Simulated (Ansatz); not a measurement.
Reactions of F3ITi, SMILES `[F][Ti]([F])([F])[I]`.

Computed with Ansatz on PBE0-D4/def2-TZVP structures; ΔE is electronic, products minus reactants. CCSD(T)/CBS is the MP2 limit (def2-TZVPP, def2-QZVPP) plus CCSD(T) − MP2 in def2-TZVPP, frozen cores. This one scheme is used for every species. def2 core potentials past Kr. For I, Ti outer-core shells are correlated without core-valence functions, which leaves a few kJ/mol of doubt a bond. Scalar relativity is left out up to krypton. Each species was taken in one conformer, which may not be the lowest.

(1) Order these by ΔE at CCSD(T)/CBS, lowest first. (Estimate.)
A. `[F][Ti]([F])([F])[I]` + HCl → `[F][Ti]([F])([Cl])[I]` + H–F
B. `[F][Ti]([F])([F])[I]` + NH₃ → `[NH2][Ti]([F])([F])[F]` + HI
C. `[F][Ti]([F])([F])[I]` + H–F → `[F][Ti]([F])([F])[F]` + HI
D. `[F][Ti]([F])([F])[I]` + HCl → `[F][Ti]([F])([F])[Cl]` + HI

Largest T1 diagnostic: 0.024, for `[F][Ti]([F])([F])[Cl]`.

Results:

(1) C (-22.8 kJ/mol), D (-7.6 kJ/mol), A (+9.6 kJ/mol), B (+62.7 kJ/mol).
